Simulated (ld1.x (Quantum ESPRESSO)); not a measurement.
# Pseudopotential generation for iron (Fe): TM, revPBE, scalar-relativistic.

ld1.x (Quantum ESPRESSO) 7.5 was run on this input:

```
&input
   title='Fe', zed=26., rel=1, dft='REVPBE', iswitch=3,
   config='[Ar] 3d6 4s1 4p0',
   nld=3, rlderiv=2.75, eminld=-7.0, emaxld=5.0, deld=0.02
 /
 &inputp
   pseudotype=2, tm=.true., lloc=0,
   nlcc=.false.,
   file_pseudopw='Fe.UPF', file_wfcaegen='ae.wfc', file_wfcncgen='nc.wfc', file_beta='beta', file_chi='chi'
 /
3
3P  2  1   6.00   0.00  0.90  0.90  0.0
3D  3  2   6.00   0.00  1.15  1.15  0.0
4S  1  0   1.00   0.00  2.55  2.55  0.0
 &test
   configts(1)='3p6 3d6 4s1 4p0'
 /
```

Command:

```bash
ld1.x < Fe.in > Fe.out
```

The program printed (shortened: banner, matrices, multipoles, cross overlaps and the repeated all-electron block are left out):

```
Program LD1 v.7.5
     --------------------------- All-electron run ----------------------------

     Fe
     scalar relativistic calculation

     atomic number is 26.00
     dft =REVPBE   lsd =0 sic =0 latt =0  beta=0.20 tr2=1.0E-14
     Exchange-correlation= REVPBE
                           (   1   4   4   4   0   0   0)
     mesh =1191 r(mesh) = 101.18024 a.u. xmin = -7.00 dx = 0.01250
     1 Ry =  13.60569312 eV, c = 137.03599908

     n l     nl                  e(Ry)          e(Ha)          e(eV)
     1 0     1S 1( 2.00)      -515.0868      -257.5434     -7008.1135
     2 0     2S 1( 2.00)       -60.8718       -30.4359      -828.2025
     2 1     2P 1( 6.00)       -51.9460       -25.9730      -706.7609
     3 0     3S 1( 2.00)        -7.5382        -3.7691      -102.5628
     3 1     3P 1( 6.00)        -5.0383        -2.5191       -68.5491
     3 2     3D 1( 6.00)        -1.1664        -0.5832       -15.8697
     4 0     4S 1( 1.00)        -0.8966        -0.4483       -12.1987
     4 1     4P 1( 0.00)        -0.5330        -0.2665        -7.2517

     final scf error:  9.4E-15 reached in  24 iterations

     Etot =   -2544.546641 Ry,   -1272.273320 Ha,  -34620.320733 eV

     Ekin =    2575.021713 Ry,    1287.510856 Ha,   35034.955211 eV
     Encl =   -6069.006789 Ry,   -3034.503395 Ha,  -82573.043933 eV
     Eh   =    1060.453713 Ry,     530.226857 Ha,   14428.207794 eV
     Exc  =    -111.015278 Ry,     -55.507639 Ha,   -1510.439804 eV

     normalization and overlap integrals

     s(1S/1S) =  1.000000  <r> =   0.0584  <r2> =    0.0046  r(max) =   0.0385
     s(2S/2S) =  1.000000  <r> =   0.2668  <r2> =    0.0841  r(max) =   0.2213
     s(2P/2P) =  1.000000  <r> =   0.2355  <r2> =    0.0681  r(max) =   0.1790
     s(3S/3S) =  1.000000  <r> =   0.8109  <r2> =    0.7592  r(max) =   0.6990
     s(3P/3P) =  1.000000  <r> =   0.8581  <r2> =    0.8686  r(max) =   0.7167
     s(3D/3D) =  1.000000  <r> =   1.1108  <r2> =    1.6335  r(max) =   0.7167
     s(4S/4S) =  1.000000  <r> =   2.7205  <r2> =    8.4892  r(max) =   2.2920
     s(4P/4P) =  1.000000  <r> =   3.4912  <r2> =   14.0994  r(max) =   2.8703

     ------------------------ End of All-electron run ------------------------

     --------------------- Generating NC pseudopotential ---------------------

      Generating local pot.: lloc=0, matching radius rcloc =   2.5500

      Wfc   3P  rcut= 0.898  Using Troullier-Martins method

      Wfc   3D  rcut= 1.152  Using Troullier-Martins method

     ------------------- End of pseudopotential generation -------------------

     Computing logarithmic derivative in   2.74745
     Message from routine run_pseudo:
     Warning: convergence not achieved
     Computing logarithmic derivative in   2.74745
     Computing the partial wave expansion
       no projector for channel:   0
     R is outside the sphere for l=    1 j= 0.00
     R is outside the sphere for l=    2 j= 0.00

     ---------------------- Testing the pseudopotential ----------------------

     Fe
     scalar relativistic calculation

     atomic number is 26.00   valence charge is 14.00
     dft =REVPBE   lsd =0 sic =0 latt =0  beta=0.20 tr2=1.0E-14
     mesh =1191 r(mesh) = 101.18024 xmin = -7.00 dx = 0.01250

     n l     nl             e AE (Ry)        e PS (Ry)    De AE-PS (Ry)
     2 1     3P   1( 6.00)       -5.03827       -5.03838        0.00011
     3 2     3D   1( 6.00)       -1.16640       -1.16640        0.00000
     1 0     4S   1( 1.00)       -0.89659       -0.89659        0.00000
     3 1     4P   1( 0.00)       -0.53299       -0.46141       -0.07159  !

     eps = 7.7E-11  iter =201

     Etot =   -2544.546641 Ry,   -1272.273320 Ha,  -34620.320733 eV
     Etotps =  -176.851790 Ry,     -88.425895 Ha,   -2406.191188 eV

     Ekin =     122.259319 Ry,      61.129660 Ha,    1663.422776 eV
     Encl =    -258.642468 Ry,    -129.321234 Ha,   -3519.010051 eV
     Ehrt =     144.765267 Ry,      72.382633 Ha,    1969.631795 eV
     Ecxc =     -20.424338 Ry,     -10.212169 Ha,    -277.887274 eV
     Epseu=    -164.809570 Ry,     -82.404785 Ha,   -2242.348434 eV

     ---------------------- End of pseudopotential test ----------------------
```

Generation and configuration tests took about 3.3 s on one core of a shared server CPU.

Transferability test of the new file with ld1.x, input:

```
&input
   title='Fe', zed=26., rel=1, dft='REVPBE', iswitch=2,
   config='[Ar] 3d6 4s1 4p0'
 /
 &test
   file_pseudo='Fe.UPF', nconf=8,
   configts(1)='3p6 3d6 4s1 4p0',
   configts(2)='3p6 3d6 4s2 4p0',
   configts(3)='3p6 3d6 4s0 4p0',
   configts(4)='3p6 3d5 4s0 4p0',
   configts(5)='3p6 3d6.5 4s1.5 4p0',
   configts(6)='3p6 3d7 4s0 4p0',
   configts(7)='3p6 3d6 4s1 4p1',
   configts(8)='3p6 3d7 4s1 4p0'
 /
```

```bash
ld1.x < Fe.test.in > Fe.test.out
```

Pseudopotential blocks of its output, shortened (energy terms left out; the distinct warnings before each block abridged to one line each):

```
     Warning: convergence not achieved
     ---------------------- Testing the pseudopotential ----------------------

     n l     nl             e AE (Ry)        e PS (Ry)    De AE-PS (Ry)
     2 1     3P   1( 6.00)       -5.03827       -5.03838        0.00011
     3 2     3D   1( 6.00)       -1.16640       -1.16640        0.00000
     1 0     4S   1( 1.00)       -0.89659       -0.89659        0.00000
     3 1     4P   1( 0.00)       -0.53299       -0.46141       -0.07159  !

     eps = 5.8E-11  iter =201

     Etot =   -2544.546641 Ry,   -1272.273320 Ha,  -34620.320733 eV
     Etotps =  -176.851790 Ry,     -88.425895 Ha,   -2406.191188 eV

     ---------------------- End of pseudopotential test ----------------------

          Warning: convergence not achieved
     Warning: n=2, l=1 expected 0 nodes, found 1
     ---------------------- Testing the pseudopotential ----------------------

     n l     nl             e AE (Ry)        e PS (Ry)    De AE-PS (Ry)
     2 1     3P   1( 6.00)       -4.41287       -4.41916        0.00629  !
     3 2     3D   1( 6.00)       -0.54743       -0.55161        0.00418
     1 0     4S   1( 2.00)       -0.38436       -0.38417       -0.00019
     3 1     4P   1( 0.00)       -0.09548       -0.06287       -0.03261  !

     eps = 1.0E-11  iter =201

     Etot =   -2545.181461 Ry,   -1272.590731 Ha,  -34628.957906 eV
     Etotps =  -177.486521 Ry,     -88.743260 Ha,   -2414.827132 eV
     dEtot_ae =      -0.634821 Ry
     dEtot_ps =      -0.634730 Ry,   Delta E=      -0.000090 Ry

     ---------------------- End of pseudopotential test ----------------------

          ---------------------- Testing the pseudopotential ----------------------

     n l     nl             e AE (Ry)        e PS (Ry)    De AE-PS (Ry)
     2 1     3P   1( 6.00)       -5.76632       -5.76124       -0.00507  !
     3 2     3D   1( 6.00)       -1.88161       -1.87840       -0.00321
     1 0     4S   1( 0.00)       -1.47426       -1.47556        0.00130
     3 1     4P   1( 0.00)       -1.04780       -0.93191       -0.11589  !

     eps = 1.2E-15  iter =  9

     Etot =   -2543.367621 Ry,   -1271.683810 Ha,  -34604.279345 eV
     Etotps =  -175.672161 Ry,     -87.836080 Ha,   -2390.141507 eV
     dEtot_ae =       1.179020 Ry
     dEtot_ps =       1.179630 Ry,   Delta E=      -0.000610 Ry

     ---------------------- End of pseudopotential test ----------------------

          Warning: n=3, l=2 expected 0 nodes, found 1
     ---------------------- Testing the pseudopotential ----------------------

     n l     nl             e AE (Ry)        e PS (Ry)    De AE-PS (Ry)
     2 1     3P   1( 6.00)       -7.12349       -7.18404        0.06054  !
     3 2     3D   1( 5.00)       -3.16865       -3.21472        0.04607  !
     1 0     4S   1( 0.00)       -2.29281       -2.29894        0.00614  !
     3 1     4P   1( 0.00)       -1.77332       -1.56428       -0.20904  !

     eps = 3.7E-16  iter =  9

     Etot =   -2540.860362 Ry,   -1270.430181 Ha,  -34570.166356 eV
     Etotps =  -173.144687 Ry,     -86.572344 Ha,   -2355.753478 eV
     dEtot_ae =       3.686279 Ry
     dEtot_ps =       3.707103 Ry,   Delta E=      -0.020825 Ry

     ---------------------- End of pseudopotential test ----------------------

          Warning: convergence not achieved
     ---------------------- Testing the pseudopotential ----------------------

     n l     nl             e AE (Ry)        e PS (Ry)    De AE-PS (Ry)
     2 1     3P   1( 6.00)       -4.23647       -4.22340       -0.01307  !
     3 2     3D   1( 6.50)       -0.39822       -0.38910       -0.00912  !
     1 0     4S   1( 1.50)       -0.34288       -0.34498        0.00210
     3 1     4P   1( 0.00)       -0.07733       -0.05258       -0.02475  !

     eps = 6.3E-10  iter =201

     Etot =   -2545.235237 Ry,   -1272.617619 Ha,  -34629.689563 eV
     Etotps =  -177.538286 Ry,     -88.769143 Ha,   -2415.531437 eV
     dEtot_ae =      -0.688596 Ry
     dEtot_ps =      -0.686496 Ry,   Delta E=      -0.002101 Ry

     ---------------------- End of pseudopotential test ----------------------

          ---------------------- Testing the pseudopotential ----------------------

     n l     nl             e AE (Ry)        e PS (Ry)    De AE-PS (Ry)
     2 1     3P   1( 6.00)       -4.65253       -4.61733       -0.03520  !
     3 2     3D   1( 7.00)       -0.83587       -0.81290       -0.02296  !
     1 0     4S   1( 0.00)       -0.78127       -0.78849        0.00722  !
     3 1     4P   1( 0.00)       -0.45676       -0.40789       -0.04887  !

     eps = 2.9E-15  iter = 12

     Etot =   -2544.703572 Ry,   -1272.351786 Ha,  -34622.455891 eV
     Etotps =  -176.991619 Ry,     -88.495810 Ha,   -2408.093658 eV
     dEtot_ae =      -0.156931 Ry
     dEtot_ps =      -0.139829 Ry,   Delta E=      -0.017102 Ry

     ---------------------- End of pseudopotential test ----------------------

          Warning: convergence not achieved
     ---------------------- Testing the pseudopotential ----------------------

     n l     nl             e AE (Ry)        e PS (Ry)    De AE-PS (Ry)
     2 1     3P   1( 6.00)       -4.54177       -4.59938        0.05762  !
     3 2     3D   1( 6.00)       -0.67161       -0.72684        0.05523  !
     1 0     4S   1( 1.00)       -0.46229       -0.49706        0.03477  !
     3 1     4P   1( 1.00)       -0.15262       -0.13336       -0.01926  !

     eps = 6.1E-10  iter =201

     Etot =   -2544.881542 Ry,   -1272.440771 Ha,  -34624.877294 eV
     Etotps =  -177.142707 Ry,     -88.571354 Ha,   -2410.149313 eV
     dEtot_ae =      -0.334901 Ry
     dEtot_ps =      -0.290917 Ry,   Delta E=      -0.043984 Ry

     ---------------------- End of pseudopotential test ----------------------

          Warning: convergence not achieved
     ---------------------- Testing the pseudopotential ----------------------

     n l     nl             e AE (Ry)        e PS (Ry)    De AE-PS (Ry)
     2 1     3P   1( 6.00)       -4.08818       -4.06518       -0.02299  !
     3 2     3D   1( 7.00)       -0.27507       -0.26067       -0.01440  !
     1 0     4S   1( 1.00)       -0.30639       -0.31225        0.00587  !
     3 1     4P   1( 0.00)       -0.06215       -0.04417       -0.01798  !

     eps = 1.8E-10  iter =201

     Etot =   -2545.240396 Ry,   -1272.620198 Ha,  -34629.759750 eV
     Etotps =  -177.535270 Ry,     -88.767635 Ha,   -2415.490402 eV
     dEtot_ae =      -0.693755 Ry
     dEtot_ps =      -0.683480 Ry,   Delta E=      -0.010275 Ry

     ---------------------- End of pseudopotential test ----------------------
```
